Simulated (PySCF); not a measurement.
Species: CH₅O₂Si₂ (doublet state).
Structure used (GFN2-xTB), in Å, numbered top down from 1:
```xyz
10
CH5O2Si2 angstrom
O     -3.3009   -0.8657   -0.9064
C     -2.1142   -0.8573   -0.5614
Si    -1.1064    0.6540   -0.2899
O      0.4365    0.4589    0.1227
Si     1.9847    0.1444    0.5278
H     -1.5879   -1.8181   -0.3832
H     -1.3806    2.0670   -0.4120
H      2.3805   -1.0285   -0.2452
H      1.9771   -0.1002    1.9672
H      2.7200    1.3501    0.1579
```

The hyperfine couplings belong to this conformer and change with its torsions.

Identity: `O([SiH3])[SiH]C=O` [radical].

Method: PySCF, UKS B3LYP, pcH-1 on C H O Si, non-relativistic, mean-field spin-orbit, GIAO. Isolated species at its GFN2-xTB geometry (one conformer only). Couplings are sensitive to structure, and on GFN2-xTB geometries they can be far from those on DFT ones, by a factor of two or more for some ions and for spin on atoms past the first row. Stability of the SCF solution: not tested.

Problem. The isotropic 17O couplings are -20.8, -11.6 MHz. Assign them to O1; O4.

Solution. 
| site | a_iso (MHz) | ρ(0) (bohr⁻³) | position | distance from Si3 (Å) | spin population | largest \|T\| (MHz) |
| --- | --- | --- | --- | --- | --- | --- |
| O1 | -20.8 | +0.0340 | 2 bonds from Si3 | 2.74 | +0.27 | 92.7 |
| O4 | -11.6 | +0.0190 | 1 bond from Si3 | 1.61 | +0.04 | 24.8 |

Problem. Match the computed a_iso(29Si) values -119.5, +1.9 MHz with the sites Si3; Si5.

Solution. 
```tsv
site	a_iso (MHz)	ρ(0) (bohr⁻³)	position	distance from Si3 (Å)	spin population	largest |T| (MHz)
Si3	-119.5	+0.1357	largest spin population	0.00	+0.71	138.8
Si5	+1.9	-0.0022	2 bonds from Si3	3.24	-0.01	0.4
```

Problem. Match the computed a_iso(1H) values -37.3, -14.5, +2.8 MHz (means over equivalent nuclei) with the sites H6; H7; H8/H9/H10.

Solution. 
```
     site  a_iso (MHz)  ρ(0) (bohr⁻³)          position  distance from Si3 (Å)  bound to  spin population there  largest |T| (MHz)
       H6        -14.5        -0.0032  2 bonds from Si3                   2.52        C2                  +0.01                4.5
       H7        -37.3        -0.0084   1 bond from Si3                   1.44       Si3                  +0.71                9.3
H8/H9/H10         +2.8        +0.0006  3 bonds from Si3                   3.89       Si5                  -0.01                2.1
```

ρ(0) is the spin density at the nucleus and T the dipolar tensor; a_iso includes a spin–orbit part; entries for several nuclei are means. The largest Mulliken spin populations are on Si3 (+0.71) and O1 (+0.27). The angles at Si3 add up to 360.0°, so it is planar; its axial dipolar tensor and the negative coupling of its proton fit spin in a p orbital normal to that plane.

Examples of negative spin density at the nucleus (bohr⁻³): C2 (-0.0253), H7 (-0.0084) and H6 (-0.0032).

Nuclei that the bonding pattern makes equivalent are averaged, as if the motion that swaps them (rotation, inversion, ring flip) were fast. The three 1H nuclei of mean +2.8 MHz run from 0.3 to 6.1 MHz in the frozen geometry.

On an Intel Xeon Platinum 8259CL at 2.50 GHz with one thread, shared host with 96 logical CPUs at a one-minute load of 34, this took 40 s wall (grids of density and orbitals included) and 0.71 GiB of memory at its peak.
